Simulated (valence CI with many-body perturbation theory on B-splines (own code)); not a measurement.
Level structure of Sn XXXVII

Computed by configuration interaction combined with many-body perturbation theory (CI+MBPT): four valence electrons over a frozen Dirac-Fock core [Ne], radial functions for each j: 11 s, 11 p, 10 d, 8 f, 5 g, 2 h, with the one-electron correlation potential Σ1 (screened to all orders), the two-electron term Σ2, the three-electron term Σ3, Breit, model QED; selected single and double excitations, second order for the rest, scaled by the run's own slope (own B-spline code, finite nucleus).

The last digits are not significant, and no measured levels were compared; by estimate large intervals hold to a few tenths of a per cent, small ones and those within an open d or f shell to about a per cent. Among the levels kept, up to 690 cm⁻¹ of a level comes from second order outside the variational space, and about a tenth of that is noise between levels of different J, which matters for small intervals.

Levels 1 to 45 of 174, with energies above the lowest level, (3s^2 3p1/2^2) J=0. "Leading %" is the weight of the configuration and term that name the level; weights of strongly mixed levels are sums over their largest components and can fall short, so below about 35 % the name and the second component can differ from the true leading terms, or belong to a minority configuration. In the jj column 3d3/2^4 stands for four electrons in 3d with j = 3/2. Lifetimes count E1, E2, E3, M1 and M2 decay at the calculated energies, and are blank where another channel may lead or the interval is too uncertain; long ones can be off by a factor of two.

```csv
No.,Configuration,Term,J,E (cm⁻¹),Leading %,Leading jj,Second component,Lifetime
1,3s2 3p2,3P,0,0,74,3s^2 3p1/2^2 (98 %),25 % 3s2 3p2 1S,
2,3s2 3p2,3P,1,403560,98,3s^2 3p1/2 3p3/2 (98 %),,1.14 μs
3,3s2 3p2,1D,2,449960,58,3s^2 3p1/2 3p3/2 (98 %),41 % 3s2 3p2 3P,310 μs
4,3s2 3p2,3P,2,887130,57,3s^2 3p3/2^2 (97 %),40 % 3s2 3p2 1D,583 ns
5,3s2 3p2,1S,0,989960,73,3s^2 3p3/2^2 (97 %),25 % 3s2 3p2 3P,363 ns
6,3s 3p3,5S°,2,1129200,46,3s 3p1/2^2 3p3/2 (88 %),36 % 3s 3p3 3P°,163 ps
7,3s 3p3,3D°,1,1275400,45,3s 3p1/2^2 3p3/2 (79 %),20 % 3s 3p3 3P°,16.0 ps
8,3s2 3p 3d,3F°,2,1471000,66,3s^2 3p1/2 3d3/2 (92 %),21 % 3s2 3p 3d 1D°,3.89 ns
9,3s 3p3,5S°,2,1484700,37,3s 3p1/2 3p3/2^2 (75 %),36 % 3s 3p3 3D°,359 ps
10,3s 3p3,3D°,3,1560900,68,3s 3p1/2 3p3/2^2 (68 %),17 % 3s2 3p 3d 3D°,401 ps
11,3s2 3p 3d,3D°,1,1655500,47,3s^2 3p1/2 3d3/2 (63 %),15 % 3s 3p3 3P°,2.78 ps
12,3s 3p3,3P°,0,1677600,89,3s 3p1/2 3p3/2^2 (89 %),9 % 3s2 3p 3d 3P°,19.2 ps
13,3s 3p3,3D°,2,1696400,25,3s^2 3p1/2 3d5/2 (50 %),25 % 3s2 3p 3d 3P°,11.2 ps
14,3s2 3p 3d,3F°,3,1701900,62,3s^2 3p1/2 3d5/2 (64 %),23 % 3s 3p3 3D°,16.9 ps
15,3s 3p3,3P°,1,1739300,37,3s 3p1/2 3p3/2^2 (65 %),22 % 3s 3p3 3D°,7.17 ps
16,3s 3p3,1D°,2,1784800,39,3s 3p1/2 3p3/2^2 (48 %),22 % 3s2 3p 3d 3D°,4.78 ps
17,3s 3p3,3S°,1,1821000,39,3s 3p1/2 3p3/2^2 (86 %),21 % 3s 3p3 1P°,3.20 ps
18,3s2 3p 3d,3P°,2,2000700,30,3s^2 3p3/2 3d5/2 (58 %),24 % 3s2 3p 3d 1D°,515 ps
19,3s2 3p 3d,3F°,4,2043800,98,3s^2 3p3/2 3d5/2 (98 %),,1.32 μs
20,3s2 3p 3d,3P°,1,2067000,45,3s^2 3p3/2 3d3/2 (80 %),30 % 3s2 3p 3d 3D°,2.90 ps
21,3s2 3p 3d,3D°,2,2067400,44,3s^2 3p3/2 3d3/2 (75 %),19 % 3s2 3p 3d 1D°,2.37 ps
22,3s2 3p 3d,3D°,3,2074000,41,3s^2 3p3/2 3d3/2 (74 %),26 % 3s2 3p 3d 1F°,3.57 ps
23,3s2 3p 3d,3P°,0,2081300,89,3s^2 3p3/2 3d3/2 (89 %),10 % 3s 3p3 3P°,3.32 ps
24,3s 3p2 3d,5F,1,2213400,59,3s 3p1/2^2 3d3/2 (88 %),24 % 3s 3p2 3d 3D,82.4 ps
25,3s2 3p 3d,1P°,1,2235800,44,3s^2 3p3/2 3d5/2 (68 %),23 % 3s2 3p 3d 3P°,5.78 ps
26,3s2 3p 3d,1F°,3,2236300,60,3s^2 3p3/2 3d5/2 (80 %),36 % 3s2 3p 3d 3D°,4.58 ps
27,3s 3p2 3d,5F,2,2237600,34,3s 3p1/2^2 3d3/2 (80 %),16 % 3s 3p2 3d 3D,89.5 ps
28,3s 3p3,3P°,2,2258200,27,3s 3p3/2^3 (52 %),20 % 3s2 3p 3d 3P°,3.61 ps
29,3s 3p2 3d,5D,3,2362500,30,3s 3p1/2^2 3d5/2 (81 %),28 % 3s 3p2 3d 5F,27.0 ps
30,3s 3p3,1P°,1,2373100,35,3s 3p3/2^3 (61 %),25 % 3s2 3p 3d 1P°,2.52 ps
31,3p4,3P,2,2389800,22,3s 3p1/2^2 3d5/2 (47 %),15 % 3s 3p2 3d 3P,22.6 ps
32,3s 3p2 3d,3F,2,2530900,46,3s 3p1/2 3p3/2 3d3/2 (54 %),10 % 3p4 3P,20.2 ps
33,3s 3p2 3d,5D,0,2538800,52,3s 3p1/2 3p3/2 3d3/2 (71 %),14 % 3s 3p2 3d 3P,33.4 ps
34,3s 3p2 3d,5D,1,2557500,59,3s 3p1/2 3p3/2 3d3/2 (95 %),17 % 3s 3p2 3d 5F,124 ps
35,3s 3p2 3d,5F,3,2577900,47,3s 3p1/2 3p3/2 3d3/2 (84 %),32 % 3s 3p2 3d 3F,68.0 ps
36,3s 3p2 3d,5F,2,2588100,28,3s 3p1/2 3p3/2 3d3/2 (48 %),17 % 3s 3p2 3d 5D,9.36 ps
37,3s 3p2 3d,5D,0,2592900,37,3p1/2^2 3p3/2^2 (48 %),27 % 3p4 1S,10.3 ps
38,3s 3p2 3d,5F,4,2627100,73,3s 3p1/2 3p3/2 3d5/2 (52 %),14 % 3s 3p2 3d 3G,369 ps
39,3s 3p2 3d,5D,4,2652600,52,3s 3p1/2 3p3/2 3d5/2 (65 %),37 % 3s 3p2 3d 3F,503 ps
40,3s 3p2 3d,5P,3,2713900,50,3s 3p1/2 3p3/2 3d5/2 (50 %),23 % 3s 3p2 3d 3F,5.79 ps
41,3s 3p2 3d,3F,2,2714300,54,3s 3p1/2 3p3/2 3d5/2 (41 %),15 % 3s 3p2 3d 5D,9.56 ps
42,3s 3p2 3d,5F,5,2734400,63,3s 3p1/2 3p3/2 3d5/2 (91 %),37 % 3s 3p2 3d 3G,195 ps
43,3s 3p2 3d,3P,2,2740300,35,3s 3p1/2 3p3/2 3d5/2 (42 %),13 % 3s 3p2 3d 5P,12.0 ps
44,3s 3p2 3d,3P,1,2746600,39,3s 3p1/2 3p3/2 3d5/2 (67 %),19 % 3s 3p2 3d 5D,18.9 ps
45,3s 3p2 3d,5P,2,2759700,33,3s 3p1/2 3p3/2 3d3/2 (70 %),23 % 3s 3p2 3d 3D,3.70 ps
```

The ionisation energy to 3s2 3p 2P°_1/2 of the next ion comes out as 2440.8 eV (NIST: 2443 ± 5 eV (semi-empirical)). All 174 levels together are meant to be complete up to 4414100 cm⁻¹.
